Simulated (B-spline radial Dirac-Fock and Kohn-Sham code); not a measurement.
Magnetic form factor of the 4f shell of Gd⁺

System: gadolinium as Gd⁺, [Xe] 4f8 5d1 (an excited configuration).

Model: Dirac-Fock orbitals of the configuration average with a finite nucleus. Program: a B-spline atomic structure program. ⟨j_K⟩ is the integral of the 4f radial density with the spherical Bessel function j_K(4πsr), s = sin θ/λ.

```
s (Å⁻¹)     ⟨j0⟩    ⟨j2⟩    ⟨j4⟩    ⟨j6⟩
      0   1.0000  0.0000  0.0000  0.0000
   0.05   0.9808  0.0076  0.0000  0.0000
   0.06   0.9726  0.0109  0.0001  0.0000
   0.07   0.9630  0.0146  0.0002  0.0000
   0.09   0.9401  0.0234  0.0004  0.0000
   0.12   0.8977  0.0393  0.0012  0.0000
   0.15   0.8478  0.0572  0.0026  0.0001
   0.19   0.7737  0.0823  0.0056  0.0004
   0.24   0.6755  0.1125  0.0112  0.0012
    0.3   0.5589  0.1434  0.0202  0.0029
   0.39   0.4017  0.1747  0.0364  0.0072
   0.49   0.2623  0.1888  0.0544  0.0139
   0.62   0.1358  0.1827  0.0734  0.0242
   0.79   0.0424  0.1528  0.0872  0.0371
      1  -0.0055  0.1080  0.0888  0.0485
   1.27  -0.0188  0.0610  0.0761  0.0541
```

Radial moments of the shell: ⟨r²⟩ = 1.060, ⟨r⁴⟩ = 3.417, ⟨r⁶⟩ = 28.11 in powers of bohr.

Values without a named source are computed, but for edge energies of neutral atoms, which are taken from tables.
